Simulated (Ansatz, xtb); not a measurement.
# Relative energy of two isomers of AlCl3H5NSi

Structure I is `Cl[SiH2][NH2+][AlH-]([Cl])[Cl]`, a singlet and structure II is `[SiH3][NH2+][Al-]([Cl])([Cl])[Cl]`, a singlet. Both are isolated molecules in the gas phase, relaxed with PBE-D3(BJ)/def2-SVP; each stands in its lowest conformer found.

I (Å):

| atom | x (Å) | y (Å) | z (Å) |
| --- | --- | --- | --- |
| Al | -1.5033 | 2.8692 | -0.8329 |
| Cl | 2.3436 | -0.2153 | 0.2707 |
| Cl | -0.8458 | 4.0656 | -2.4926 |
| Cl | -1.0648 | 3.7296 | 1.1076 |
| N | -0.0190 | 1.4578 | -0.8762 |
| Si | 1.0116 | 1.3449 | 0.6307 |
| H | 0.1251 | 0.9519 | 1.7568 |
| H | 1.7808 | 2.6099 | 0.7484 |
| H | -0.4298 | 0.5389 | -1.1092 |
| H | 0.5550 | 1.7282 | -1.6939 |
| H | -2.8634 | 2.0584 | -0.9733 |

II (Å):

```xyz
11

Al    0.4943    2.1333   -0.6887
Cl    1.0137    1.5819    1.3124
Cl    2.1037    2.1979   -2.0911
Cl   -1.0118    3.6346   -0.8856
N    -0.5098    0.5099   -1.3494
Si   -0.7169   -0.9033   -0.1893
H     0.6513   -1.3937    0.1425
H    -1.4912   -1.9515   -0.9365
H    -1.5005   -0.3967    0.9733
H    -0.0071    0.2237   -2.2066
H    -1.4240    0.8787   -1.6622
```

Task: Estimate E(II) − E(I) at the level CCSD(T)/def2-SVP + ΔMP2/def2-TZVPP.

Result: Calculated at CCSD(T)/def2-SVP + ΔMP2/def2-TZVPP: E(II) − E(I) = −0.730 eV, so structure II lies lower.

Level by level:

```csv
level,geometry,E(II) − E(I) (eV),departure from the last row (eV),"job, with rough time for the two"
PBE-D3(BJ)/def2-SVP,PBE-D3(BJ)/def2-SVP,−0.737,−0.007,"optimisation, 2 min"
HF/def2-SVP,PBE-D3(BJ)/def2-SVP,−0.871,−0.141,part of the CCSD(T) run
MP2/def2-SVP,PBE-D3(BJ)/def2-SVP,−0.855,−0.125,part of the CCSD(T) run
CCSD(T)/def2-SVP,PBE-D3(BJ)/def2-SVP,−0.846,−0.116,single point
CCSD(T)/def2-SVP + ΔMP2/def2-TZVPP,PBE-D3(BJ)/def2-SVP,−0.730,,"single point, 42 s"
```

As drawn, II has 1 Al–Cl, 1 Si–H in place of 1 Cl–Si, 1 Al–H.

The levels shown agree on the order. The largest departure from CCSD(T)/def2-SVP + ΔMP2/def2-TZVPP is that of HF/def2-SVP, 0.141 eV. Levels run at GFN2-xTB geometries aren't shown. The last row adds to CCSD(T) the change of the MP2 difference between the two basis sets, here +0.116 eV.

With harmonic frequencies from PBE-D3(BJ)/def2-SVP (ideal gas, rigid rotor, one conformer each, 298.15 K, 1 atm): on the last row, ΔE + ΔZPE = −0.714 eV. A mode under 50 cm⁻¹ makes harmonic enthalpies and free energies unreliable, so none is given.

The correlated steps freeze 26 core orbitals. Run with Ansatz 0.2.0; the last row on 2 threads of Intel(R) Xeon(R) 6975P-C (Granite Rapids) on a shared host.
